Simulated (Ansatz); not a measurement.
```yaml
crystal:
  periodic: [false, false, false]
  atoms:
    - {symbol: Li, position_ang: [0.785225, -1.772827, 0.600865]}
    - {symbol: Li, position_ang: [2.572196, 0.894637, -0.220864]}
    - {symbol: Li, position_ang: [-0.024001, 0.843488, 1.844941]}
    - {symbol: Li, position_ang: [-2.011248, -0.818622, 0.411965]}
    - {symbol: Li, position_ang: [-0.188693, 0.722835, -1.639917]}
    - {symbol: Br, position_ang: [1.911082, 1.686147, -2.287291]}
    - {symbol: Br, position_ang: [-0.749298, -1.417885, 2.491578]}
    - {symbol: Br, position_ang: [-1.673170, 1.625472, 0.206880]}
    - {symbol: Br, position_ang: [-0.622084, -1.763245, -1.408157]}
basis:
  gaussian: {orbitals: cc-pVDZ}
total_charge: -1
hamiltonian: {xc: {name: r2SCAN}}
scf: {lower_state_search: light}
output: {forces: true}
```

```sh
$ ansatz run in.yaml --threads 4 --pin off --events-out ev --progress --plain --max-ram 4787MiB
```

It prints (some lines left out):

```
Functional definition: r2SCAN
2065 factors; their error is unknown
mean field evaluation 1: about -281216.4448 eV, gradient 1.7e1 eV
mean field evaluation 2: about -281210.4028 eV, gradient 3.4e1 eV
mean field evaluation 4: about -281217.8171 eV, gradient 2.1e0 eV
mean field evaluation 8: about -281217.8342 eV, gradient 6.9e-2 eV
mean field evaluation 16: about -281217.7631 eV, gradient 2.4e-4 eV
mean field -281217.76311059 eV, -10334.5621780682 hartree, gradient 4.6e-5 eV, S^2 0.000000; 1 other end points of the search recorded, 0 dependent functions left out
reference -281217.76312963 eV, -10334.5621787679 hartree; 78, 78 occupied and 100, 100 virtual orbitals, 2065 factors
Total energy: -281217.76312963 eV, -10334.5621787679 hartree
Atom 0 at     0.785225    -1.772827     0.600865 Å, force     0.464713     0.227378     0.069017 eV/Å
Atom 1 at     2.572196     0.894637    -0.220864 Å, force     0.052688    -0.238365     0.533796 eV/Å
Atom 2 at    -0.024001     0.843488     1.844941 Å, force     0.519053     0.048641    -0.014774 eV/Å
Atom 3 at    -2.011248    -0.818622     0.411965 Å, force     0.080065    -0.003425     0.055893 eV/Å
Atom 4 at    -0.188693     0.722835    -1.639917 Å, force     0.142024    -0.050230     0.202276 eV/Å
Atom 5 at     1.911082     1.686147    -2.287291 Å, force    -0.022415     0.305514    -0.652465 eV/Å
Atom 6 at    -0.749298    -1.417885     2.491578 Å, force    -0.483265    -0.236477     0.183511 eV/Å
Atom 7 at    -1.673170     1.625472     0.206880 Å, force    -0.423529     0.130129    -0.115447 eV/Å
Atom 8 at    -0.622084    -1.763245    -1.408157 Å, force    -0.329333    -0.183165    -0.261806 eV/Å
Dipole moment:    -1.632254    -0.306983    -0.409512 e Å
```

Run time 33 s (4 threads of Arm Neoverse N1 on a shared host).

The highest occupied level of an anion often lies above zero with these methods, and sets without diffuse functions describe the outer electron poorly.

The dipole of an ion depends on the origin.
